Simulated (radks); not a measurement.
Question: Coherent X-ray form factor from a spherical all-electron density. All-electron calculation, scalar-relativistic Kohn-Sham, r2SCAN, spin-unpolarised, spherical densities, finite nucleus; meta-GGA in the generalised Kohn-Sham scheme; Fermi nuclear charge, rms radius of each element as measured or else 0.836 A^(1/3) + 0.57 fm. Program: a radial shooting solver on a logarithmic mesh with Libxc functionals.

| sin(theta)/lambda (1/angstrom) | f0 (electrons) |
|---|---|
| 0.05 | 69.004 |
| 0.1 | 66.495 |
| 0.15 | 63.325 |
| 0.2 | 59.982 |
| 0.25 | 56.599 |
| 0.3 | 53.235 |
| 0.4 | 46.867 |
| 0.5 | 41.334 |
| 0.6 | 36.666 |
| 0.8 | 29.313 |
| 1 | 23.954 |
| 1.25 | 19.486 |
| 1.5 | 16.722 |
| 2 | 13.222 |

The species is in the configuration that NIST lists as its ground one. Which atom or ion scatters so?

Answer: The lutetium ion Lu+, [Xe] 4f14 6s2. Extrapolating in s^2 from the first two rows gives f0(0) = 69.8, near the electron count 70; among species with that count, the fall with angle is slower the higher Z, and the table is that of Z = 71; from so few rows the species is fixed only to a neighbour or two.
